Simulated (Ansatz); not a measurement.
Born–Oppenheimer molecular dynamics of CH$_{4}$AlNO (8 atoms, charge 0, multiplicity 1). It starts at the highest image of a converged band, a first-order saddle point between two minima.

All numbers below come from Ansatz 0.2.0, RKS PBE-D4/STO-3G.

| Property | Result |
| --- | --- |
| ensemble | NVE (velocity Verlet) |
| time step | 0.5 fs |
| steps asked | 200 |
| starting velocities drawn for | 300 K |
| seed | 6321 |

First frame:

```xyz
8
Properties=species:S:1:pos:R:3
N 0.643 1.178 -0.703
C 0.326 0.228 0.268
O 1.108 0.648 1.281
Al -0.829 -1.316 0.167
H 0.049 1.379 -1.571
H 1.323 1.590 0.256
H -1.964 -1.274 -0.829
H -0.564 -2.490 1.077
```

Task: What does the run give?

Result: All steps were run.

- steps done: 200
- time covered: 100 fs
- mean temperature over the second half: 876 K
- spread of the potential energy over the second half: 24.7 meV per atom
- mean potential energy of the second half above the start: -55.9 meV per atom

The conserved energy stayed within 0.31 meV per atom of its start (net change -0.083 meV per atom), so the integration is sound. The system heated up, since it started high on the potential surface and ran downhill. A run of 0.1 ps of so small a system gives no equilibrium averages. The orbitals stay closed-shell, which can raise the energy where a bond breaks towards radicals; this wasn't checked here. Limits of this set-up: minimal basis.

Task: What happens to the structure?

Result: The step under study would form N1–H6 and break O3–H6. These pairs go: N1–H6 1.24 → 1.05 Å, O3–H6 1.41 → 2.33 Å. In the last frame they stand as after the step (other bonds may differ from the relaxed reactants and products). It ends as one piece, CH4AlNO. Pairs count as bonded within 1.25 times the sum of covalent radii (0.12 Å more for H–H). The details hang on the random start.

Task: How do temperature and energy run in time?

Result: 
| time (fs) | T (K) | potential energy less start (eV) | conserved less start (meV/atom) |
| --- | --- | --- | --- |
| 0.0 | 300 | 0.000 | 0.00 |
| 3.0 | 127 | 0.135 | 0.19 |
| 6.0 | 217 | 0.065 | 0.06 |
| 9.0 | 276 | 0.020 | 0.17 |
| 12.0 | 685 | -0.298 | 0.03 |
| 15.0 | 943 | -0.498 | 0.04 |
| 18.0 | 786 | -0.377 | 0.08 |
| 21.0 | 976 | -0.524 | 0.01 |
| 24.0 | 1213 | -0.707 | 0.09 |
| 27.0 | 1091 | -0.614 | -0.08 |
| 30.0 | 765 | -0.359 | 0.19 |
| 33.0 | 1134 | -0.647 | -0.07 |
| 36.0 | 910 | -0.474 | -0.08 |
| 39.0 | 451 | -0.115 | 0.24 |
| 42.0 | 980 | -0.529 | -0.19 |
| 45.0 | 1013 | -0.554 | -0.14 |
| 48.0 | 657 | -0.276 | 0.14 |
| 51.0 | 873 | -0.445 | 0.01 |
| 54.0 | 1145 | -0.658 | -0.28 |
| 57.0 | 572 | -0.209 | 0.20 |
| 60.0 | 739 | -0.340 | 0.03 |
| 63.0 | 1162 | -0.670 | -0.15 |
| 66.0 | 852 | -0.427 | 0.14 |
| 69.0 | 868 | -0.439 | 0.13 |
| 72.0 | 1386 | -0.843 | -0.11 |
| 75.0 | 1257 | -0.743 | -0.10 |
| 78.0 | 634 | -0.257 | 0.24 |
| 81.0 | 1004 | -0.547 | -0.09 |
| 84.0 | 1015 | -0.555 | -0.06 |
| 87.0 | 554 | -0.196 | 0.16 |
| 90.0 | 727 | -0.331 | 0.04 |
| 93.0 | 946 | -0.503 | -0.15 |
| 96.0 | 503 | -0.156 | 0.15 |
| 99.0 | 647 | -0.269 | 0.05 |

The run took 3.2 min on 1 thread of Intel(R) Xeon(R) 6975P-C (Granite Rapids), with other jobs on the host, peak memory 0.089 GiB.
